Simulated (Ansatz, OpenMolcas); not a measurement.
C2H3Br (SMILES C=CBr): from total energies to a heat of formation

C2H3Br has 6 atoms, charge 0, and is taken as a singlet. As SMILES, `C=CBr`. The coordinates come from a PBE0-D4/def2-TZVP relaxation.

Total energies at r2SCAN/aug-cc-pVDZ (OpenMolcas 26.06); the atoms run unrestricted:

| species | state | energy (Eh) |
| --- | --- | --- |
| C2H3Br | singlet | -2652.059208 |
| C | triplet | -37.827851 |
| Br | doublet | -2574.067580 |
| H | doublet | -0.499471 |

Harmonic wavenumbers at PBE0-D4/def2-TZVP, in cm⁻¹: 349, 607, 626, 940, 982, 1019, 1280, 1403, 1677, 3165, 3227, 3261.

Measured heats of formation of the gaseous atoms at 298.15 K, in kJ/mol: C 716.9, Br 111.9, H 218.0. Spin-orbit lowering of the atoms at 298 K (mean of the ground term's levels less their thermal mean, from spectra), in kJ/mol: C 0.02, Br 14.69. Take 1 Eh = 2625.50 kJ/mol, 1 cm⁻¹ = 0.0119627 kJ/mol, RT = 2.479 kJ/mol.

Work out the heat of formation of the gas at 298 K.


1. Electronic atomisation energy: 2 × (-37.827851) + (-2574.067580) + 3 × (-0.499471) − (-2652.059208) = 0.837513 Eh = 2198.9 kJ/mol.
2. Zero-point energy: half the sum of the wavenumbers, 9268 cm⁻¹ = 110.9 kJ/mol.
3. Thermal vibrational enthalpy, Σ hcν̃/(exp(hcν̃/kT) − 1): 2.1 kJ/mol. Translation, rotation and pV of a non-linear molecule: 4 RT = 9.9 kJ/mol.
4. The 6 free atoms carry 5/2 RT each: 37.2 kJ/mol.
5. Spin-orbit coupling lowers the free atoms by 2 × 0.02 + 14.69 = 14.7 kJ/mol.
6. Atomisation enthalpy at 298 K: 2198.9 − 14.7 − 110.9 − 2.1 − 9.9 + 37.2 = 2098.5 kJ/mol.
7. Sum of the atoms' heats of formation: 2199.7 kJ/mol. Heat of formation: 2199.7 − 2098.5 = +101.2 kJ/mol.

The tabulated value is +73.7 kJ/mol (Active Thermochemical Tables), so this level is off by +27.5 kJ/mol, or 1.3 % of the atomisation enthalpy. Relativity is left out. Anharmonicity and any spin-orbit splitting of the molecule are left out.
